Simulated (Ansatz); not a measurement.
## Two structures, one formula

Two relaxed structures of SiCl$_{2}$O, singlet (PBE0-D4/def2-TZVP; forces vanish, vibrations not checked).

A:

O1  (1.728, -2.592, 0.185)
Si2  (0.251, 0.053, 0.219)
Cl3  (0.557, -1.917, -0.575)
Cl4  (-1.318, 0.484, -1.062)
(Å)

B:

O1  (1.166, 0.817, 1.732)
Si2  (0.227, 0.646, 0.566)
Cl3  (-2.896, 0.309, -3.277)
Cl4  (-1.630, 0.431, -1.721)
(Å)

Computed with Ansatz 0.2.0 (basis: def2-TZVPP); correlated methods freeze the cores. B3LYP uses VWN-RPA correlation.

Q: Which structure is lower at CCSD(T), and by how much? (Judge from chemistry; the value comes from the calculation.)

A: By the calculation: B, by 165.7 kJ/mol (electronic energy, against the other). By their contacts, A is SiCl₂O ([O][Cl][Si][Cl]) and B is a complex of Cl₂ + SiO.

All methods give the same order:

```json
{"method": "PBE-D4", "E(B) − E(A) (kJ/mol)": "-120.5"}
{"method": "r2SCAN-D4", "E(B) − E(A) (kJ/mol)": "-121.3"}
{"method": "PBE0-D4", "E(B) − E(A) (kJ/mol)": "-121.6"}
{"method": "B3LYP-D4", "E(B) − E(A) (kJ/mol)": "-145.0"}
{"method": "wB97M-V", "E(B) − E(A) (kJ/mol)": "-144.7"}
{"method": "HF", "E(B) − E(A) (kJ/mol)": "-149.5"}
{"method": "MP2", "E(B) − E(A) (kJ/mol)": "-175.4"}
{"method": "CCSD", "E(B) − E(A) (kJ/mol)": "-164.8"}
{"method": "CCSD(T)", "E(B) − E(A) (kJ/mol)": "-165.7"}
```

T1 diagnostic: at most 0.022.

Labels in which every atom is bracketed show which atoms are joined, not bond orders.

For scale, one of the runs: CCSD(T)/def2-TZVPP, 157 basis functions, launched by `ansatz run in.yaml --threads 2 --pin off --events-out ev --progress --plain --max-ram 4352MiB`. Time: 28 s of wall clock on 2 CPU threads of an Arm Neoverse V2; the host was shared. Peak host memory: 1 GiB.
